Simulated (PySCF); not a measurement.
## Excitation energy of He by level of theory

He 1s2 (1S) → He 1s1 2p1 (3P), as a difference of total energies. Computed with PySCF 2.14 in x2c-TZVPPall with one added diffuse shell each of s, p type (4s3p1d, 18 functions), with the spin-free X2C one-electron Hamiltonian (Gaussian nucleus). Correlated levels: valence: nothing frozen. The calculations carry no spin-orbit coupling.

| method | excitation energy (eV) | error (eV) |
| --- | --- | --- |
| UHF | 22.812 | +1.848 |
| LDA | 23.119 | +2.155 |
| PBE | 23.129 | +2.165 |
| PBE0 | 23.229 | +2.265 |
| r2SCAN | 23.496 | +2.532 |
| wB97X | 23.714 | +2.750 |
| BLYP | 23.650 | +2.686 |
| B3LYP | 23.729 | +2.765 |
| PW91 | 23.210 | +2.246 |
| MP2 (valence) | 23.667 | +2.703 |
| SCS-MP2 (valence) | 23.884 | +2.920 |

Reference: 20.964 eV (measured; NIST levels, between the centres of gravity of the two terms).

Errors of the correlated levels include the incompleteness of this basis.

Every method misses the reference by a wide margin, which points to the basis or the choice of state and not to the methods.

The promoted electron is Rydberg-like, and one or two diffuse shells describe it only roughly, which tends to raise the upper state.

In the upper state the promoted electron has a positive orbital energy at LDA, PBE, PBE0, r2SCAN, BLYP, B3LYP, PW91, so the basis confines it.
